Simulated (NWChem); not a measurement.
**Correlation energy of HSi**

```
Si
H 1 1.5402
```
Charge 0, spin multiplicity 2.

Everything below was run with NWChem. The geometry was optimised at UPBE0/def2-SVP, a minimum by its harmonic frequencies.

Basis set: cc-pVQZ. Each correlation energy counts from its own Hartree-Fock reference.

```tsv
method	correlation energy (mHa)
URI-MP2	-86.1
UMP2	-86.1
SCS-UMP2	-94.7
CCSD on ROHF	-113.3
CCSD[T] on ROHF	-117.1
CCSD(T) on ROHF	-117.1
```

The values span 31.0 mHa, from CCSD[T] on ROHF (lowest) to URI-MP2 (highest). 

The correlated methods keep 5 core orbitals frozen. This spin state was chosen for the runs; another may lie lower. The structure started from a generated list of species. The unpaired electrons of the parent sit in orbitals of symmetry b1 (C2v labels of the run); other states weren't searched. The stability of the SCF solutions was not checked. Open-shell Hartree-Fock references start from PBE0 orbitals. No row is a measurement; the coupled-cluster row has its own basis-set and correlation limits.
